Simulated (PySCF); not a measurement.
A structure optimised at PBE-D3(BJ)/def2-SVP, used in a PySCF frequency run:

```
Ga
S 1 2.2157
H 2 1.3633 1 92.85
S 1 2.2195 2 116.70 3 180.00
H 4 1.3627 1 93.58 2 -180.00
S 1 2.2234 2 119.36 3 0.00
H 6 1.3627 1 93.82 2 180.00
```
Charge 0, spin multiplicity 1.

**Question.** Write its SMILES, formula and point group.

**Answer.** [SH][Ga]([SH])[SH], GaH3S3, Cs

**Question.** What are its rotational constants (standard atomic weights)?

**Answer.** 2.0795, 2.0025, 1.0202 GHz
